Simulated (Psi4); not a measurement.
C2H3N3, singlet, at a GFN2-xTB geometry; CCSD/STO-3G run with Psi4.

Here is a job for Psi4.
```
memory 2 GB

molecule mol {
0 1
C     1.119237   -0.032724   -0.006975
N     0.422048    1.122490    0.014176
C    -0.824876    0.727488    0.015557
N    -0.876411   -0.618528   -0.004078
N     0.368888   -1.107154   -0.018536
H     2.188396   -0.069920   -0.013726
H    -1.685790    1.363166    0.029964
H    -1.670450   -1.239476   -0.008669
}

set {
  basis sto-3g
  reference rhf
}

energy('ccsd')
print_variables()
```

### Question
Predict the main parts of the log of this Psi4 run.

### Answer

```
   => Loading Basis Set <=

    Name: STO-3G
    Role: ORBITAL
    Keyword: BASIS

         ---------------------------------------------------------
                                   SCF
               by Justin Turney, Rob Parrish, Andy Simmonett
                          and Daniel G. A. Smith
                              RHF Reference
         ---------------------------------------------------------

  ==> Geometry <==

    Molecular point group: c1
    Full point group: C1

    Geometry (in Angstrom), charge = 0, multiplicity = 1:

       Center              X                  Y                   Z               Mass
    ------------   -----------------  -----------------  -----------------  -----------------
         C            1.102456012424    -0.031924618472    -0.006865693670    12.000000000000
         N            0.405267012424     1.123289381528     0.014285306330    14.003074004430
         C           -0.841656987576     0.728287381528     0.015666306330    12.000000000000
         N           -0.893191987576    -0.617728618472    -0.003968693670    14.003074004430
         N            0.352107012424    -1.106354618472    -0.018426693670    14.003074004430
         H            2.171615012424    -0.069120618472    -0.013616693670     1.007825032230
         H           -1.702570987576     1.363965381528     0.030073306330     1.007825032230
         H           -1.687230987576    -1.238676618472    -0.008559693670     1.007825032230

  Running in c1 symmetry.

  Rotational constants: A =      0.34642  B =      0.33620  C =      0.17062 [cm^-1]
  Rotational constants: A =  10385.39771  B =  10078.99653  C =   5114.95167 [MHz]
  Nuclear repulsion =  166.771672987011215

  Charge       = 0
  Multiplicity = 1
  Electrons    = 36
  Nalpha       = 18
  Nbeta        = 18

  ==> Algorithm <==

  SCF Algorithm Type is PK.
  DIIS enabled.
  MOM disabled.
  Fractional occupation disabled.
  Guess Type is SAD.
  Energy threshold   = 1.00e-08
  Density threshold  = 1.00e-08
  Integral threshold = 1.00e-12

  ==> Primary Basis <==

  Basis Set: STO-3G
    Blend: STO-3G
    Number of shells: 18
    Number of basis functions: 28
    Number of Cartesian functions: 28
    Spherical Harmonics?: true
    Max angular momentum: 1

  ==> Integral Setup <==

  Using in-core PK algorithm.
   Calculation information:
      Number of atoms:                   8
      Number of AO shells:              18
      Number of primitives:             54
[...]
  @RHF Final Energy:  -237.73191179757174
    Total Energy =                       -237.7319117975717404
[...]
    10        -0.327698195505052    4.696e-06    0.007199    0.031036    0.031036    0.210841
    11        -0.327698162692198    1.753e-06    0.007199    0.031037    0.031037    0.210841
    12        -0.327698216841861    7.017e-07    0.007199    0.031038    0.031038    0.210841
    13        -0.327698246259639    2.287e-07    0.007199    0.031038    0.031038    0.210841
    14        -0.327698245939147    6.928e-08    0.007199    0.031038    0.031038    0.210841

    Iterations converged.

    Largest TIA Amplitudes:
             17   0         0.0207297528
             11   0        -0.0166370698
             16   0         0.0155787659
             14   7         0.0138298036
             15   2        -0.0119049335
             15   5        -0.0104118815
             15   9         0.0088320637
             11   1         0.0072390077
             14   9         0.0052857572
             16   1         0.0051889321

    Largest TIjAb Amplitudes:
     17  17   0   0        -0.1297396552
     16  16   1   1        -0.0809899855
     17  17   1   1        -0.0630531970
     16  17   0   1        -0.0575991634
     17  16   1   0        -0.0575991634
     16  16   0   0        -0.0506075932
     11  17   0   1        -0.0503958595
     17  11   1   0        -0.0503958595
     11  17   1   0        -0.0478355558
     17  11   0   1        -0.0478355558

    SCF energy       (wfn)                    = -237.731911797571740
    Reference energy (file100)                = -237.731911797572167

    Opposite-spin MP2 correlation energy      =   -0.222790215813229
    Same-spin MP2 correlation energy          =   -0.062710771184713
    Singles MP2 correlation energy            =   -0.000000000000000
    MP2 correlation energy                    =   -0.285500986997942
      * MP2 total energy                      = -238.017412784570098

    Opposite-spin CCSD correlation energy     =   -0.272578126842421
    Same-spin CCSD correlation energy         =   -0.055120119096727
    Singles CCSD correlation energy           =    0.000000000000000
    CCSD correlation energy                   =   -0.327698245939147
      * CCSD total energy                     = -238.059610043511327

  Variable Map:
  ----------------------------------------------------------------------------
[...]
  Array Variable Map:
  ----------------------------------------------------------------------------
[...]
[...]
```
